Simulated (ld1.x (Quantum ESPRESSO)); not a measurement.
An all-electron radial function and its pseudo partner (Tm)

Columns: radius, all-electron u(r) and pseudo u(r) of the 5d shell (level -0.83 eV) of thulium in the configuration [Kr] 4d10 4f13 5s2 5p6 5d0 6s2 6p0; PW91, scalar-relativistic, TM scheme, ld1.x (Quantum ESPRESSO) 7.5.

| r (bohr) | all-electron | pseudo |
| --- | --- | --- |
| 0.134 | 0.1208 | 0.0011 |
| 0.268 | -0.0568 | 0.0085 |
| 0.402 | -0.1836 | 0.0272 |
| 0.536 | -0.1523 | 0.0601 |
| 0.670 | -0.0435 | 0.1072 |
| 0.804 | 0.0803 | 0.1656 |
| 0.938 | 0.1921 | 0.2304 |
| 1.072 | 0.2836 | 0.2957 |
| 1.206 | 0.3545 | 0.3558 |
| 1.340 | 0.4073 | 0.4067 |
| 1.474 | 0.4451 | 0.4461 |
| 1.608 | 0.4712 | 0.4740 |
| 1.742 | 0.4882 | 0.4917 |
| 1.876 | 0.4983 | 0.5013 |
| 2.010 | 0.5030 | 0.5051 |
| 2.144 | 0.5039 | 0.5050 |
| 2.278 | 0.5019 | 0.5023 |
| 2.412 | 0.4979 | 0.4980 |
| 2.546 | 0.4924 | 0.4924 |
| 2.680 | 0.4859 | 0.4859 |
| 2.814 | 0.4787 | 0.4787 |
| 2.948 | 0.4711 | 0.4711 |
| 3.082 | 0.4632 | 0.4632 |
| 3.216 | 0.4550 | 0.4550 |
| 3.350 | 0.4466 | 0.4466 |
| 3.484 | 0.4379 | 0.4379 |

Q: How many radial nodes do the two functions have?

A: The all-electron 5d function has n − l − 1 = 2; the pseudo-wave has 0, since the states of the same l below it are removed with the core.

Q: At about which radius was the pseudo-wave matched?

A: 2.68 bohr. The columns agree to 0.0005 from 2.28 bohr on; several derivatives are matched, so the curves merge somewhat inside the radius.

Q: Is the pseudo-wave norm-conserving?

A: Yes: the TM scheme keeps the norm inside the radius equal to the all-electron one, which fixes the energy derivative of the logarithmic derivative at the level.
